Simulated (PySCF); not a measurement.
Planning a shielding job on `FB(F)C1=CCC=CC=C1`.

Method: GIAO PBE0/pcSseg-1 NMR shielding, non-relativistic, gas phase (PySCF 2.14.0, density-fitted response routines). Geometry: GFN2-xTB. Work: shieldings, ring-centre shieldings, charges and field gradients, density fitting. The input is one job of a driver script: a line of settings, then coordinates in Å.

Command:
```bash
OMP_NUM_THREADS=1 python probes_run.py task.json out
```

Input:
```
{"job": {"kind": "nmr", "xc": "PBE0", "basis": "pcSseg-1"}, "charge": 0, "multiplicity": 1}
F      2.797589    -1.801791    -1.055904
B      2.491995    -0.615384    -0.555163
F      3.500076     0.239324    -0.566974
C      1.085590    -0.276753     0.002736
C      0.141196    -1.247674     0.087174
C     -1.160270    -1.016130     0.769488
C     -1.868813    -0.172368    -0.242593
C     -1.520217     1.108224    -0.429493
C     -0.366436     1.722479     0.158024
C      0.808877     1.092121     0.380820
H      0.327257    -2.217834    -0.351430
H     -1.690897    -1.941678     0.978232
H     -1.008443    -0.448397     1.690749
H     -2.672300    -0.620598    -0.807966
H     -2.122155     1.736302    -1.073198
H     -0.410309     2.793951     0.305340
H      1.660263     1.678234     0.700247
```

Hardware: one thread of an Arm Neoverse V2, no GPU (shared host). PySCF's memory limit was set to 1040 MB.

How large is the basis?

205 functions for 72 electrons, with 1053 fitting functions; the fitted three-index integrals, 1053 × 205 × 206/2 numbers of 8 bytes, come to 170 MiB.

Question: Which is nearest to the wall time?
A. 4.3 s
B. 4.6 min
C. 35 s
D. 35 min

Answer: C. The run took 35 s. The SCF took 14 cycles.

How much memory does it need at the peak?

About 0.91 GiB. Peak memory is the resident size of the whole Python process, interpreter and libraries included.

At this speed, how long would 20000 such jobs take on 96 cores, one job a core?

20000/96 gives 209 rounds of 35 s, about 2.0 h of wall time and 190 core-hours, if the jobs don't slow each other.

The SCF part of the output:
```
coarse grid: 15200 points
cycle   1  E = -494.8331921607  dE =  1.574e+00  |g| = 6.655e-01  |ddm| = 3.937e+00
cycle   2  E = -494.7911697792  dE =  4.202e-02  |g| = 8.818e-01  |ddm| = 9.721e-01
cycle   3  E = -494.9144723071  dE = -1.233e-01  |g| = 6.997e-02  |ddm| = 5.379e-01
cycle   4  E = -494.9151966406  dE = -7.243e-04  |g| = 4.405e-02  |ddm| = 1.047e-01
cycle   5  E = -494.9156766457  dE = -4.800e-04  |g| = 1.296e-02  |ddm| = 5.147e-02
cycle   6  E = -494.9157148211  dE = -3.818e-05  |g| = 4.769e-03  |ddm| = 1.441e-02
cycle   7  E = -494.9157201423  dE = -5.321e-06  |g| = 8.385e-04  |ddm| = 4.791e-03
final grid: 150480 points
cycle   8  E = -494.9837089733  dE = -8.174e-05  |g| = 7.878e-03  |ddm| = 4.133e-02
cycle   9  E = -494.9837058754  dE =  3.098e-06  |g| = 8.643e-03  |ddm| = 1.547e-02
cycle  10  E = -494.9837248748  dE = -1.900e-05  |g| = 9.314e-04  |ddm| = 8.863e-03
cycle  11  E = -494.9837250273  dE = -1.524e-07  |g| = 4.802e-04  |ddm| = 1.267e-03
cycle  12  E = -494.9837250868  dE = -5.953e-08  |g| = 1.023e-04  |ddm| = 5.436e-04
cycle  13  E = -494.9837250890  dE = -2.189e-09  |g| = 4.922e-05  |ddm| = 1.433e-04
cycle  14  E = -494.9837250896  dE = -6.013e-10  |g| = 8.696e-06  |ddm| = 4.632e-05
converged SCF energy = -494.9837250896
```

On the final grid dE counts from the start density on that grid.

The host was shared with other jobs, so the times are rough.
